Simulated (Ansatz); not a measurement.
Basis-set extrapolation for `BS[SiH2][SiH2]C` (PBE0-D4/def2-TZVP geometry, frozen core, Ansatz). Multiplicity 1, RHF reference.

```tsv
	def2-TZVPP	def2-QZVPP
HF	-1043.291299	-1043.323311
MP2 correlation	-0.709385	-0.761318
CCSD(T) correlation	-0.820438	not run
```

Energies in hartree. Use E(X) = E(∞) + A·exp(−7.88·√X) for Hartree–Fock and E(X) = E(∞) + B·X^(−2.97) for correlation, with X = 3 and 4, and add CCSD(T) minus MP2 of the smaller set to the MP2 limit.

Question: What is the CCSD(T) energy at the basis-set limit?

Answer: HF limit: -1043.323311 + (-0.032012) × 0.13774 = -1043.32772. MP2 limit: -0.761318 + (-0.051933) × 0.74074 = -0.79979. Higher-order term: -0.820438 − (-0.709385) = -0.11105. Total: -1044.23856 hartree, 3.45 eV below CCSD(T)/def2-TZVPP.
